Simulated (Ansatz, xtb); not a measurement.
Stretching the O4–H5 bond in GaH3O (SMILES [OH][GaH2]) (multiplicity 1 held, fragments rigid). Energies count from the point at 0.962 Å.
Geometry at that point (charge 0, multiplicity 1):
```xyz
5

Ga    -0.22522    -0.28437     0.02582
H      0.06027    -1.29718     1.17225
H     -1.35945    -0.30870    -1.05293
O      0.93818     1.08728    -0.02402
H      0.77556     1.72301    -0.72755
```

Active spaces are followed from a long bond inwards. Levels need not reach the same state.

Cores are frozen in the correlated methods. Filled d and f shells under p-block atoms count as core.

Run with Ansatz (Gaussian basis) for Hartree–Fock, density functionals and correlated methods; xtb for the GFN methods. Each number belongs to the level named beside it. The GFN methods have no spin term and hold the electronic entropy of 300 K.

**Question.** Give the energy at R = 3.079 Å at the level GFN2-xTB.

**Answer.** 133.1 kcal/mol

**Question.** Predict the energy at R = 3.079 Å from FIC-MRCISD+Q on CASSCF(4,3)/cc-pVDZ.

**Answer.** 112.8 kcal/mol

**Question.** What energy at R = 3.079 Å does SC-NEVPT2 on CASSCF(4,3)/cc-pVDZ give?

**Answer.** 117.8 kcal/mol

Doubts at one or more of the structures used: active orbitals that take no part (SC-NEVPT2 on CASSCF(4,3)/cc-pVDZ, FIC-MRCISD+Q on CASSCF(4,3)/cc-pVDZ).

Ansatz is a program for electronic structure.
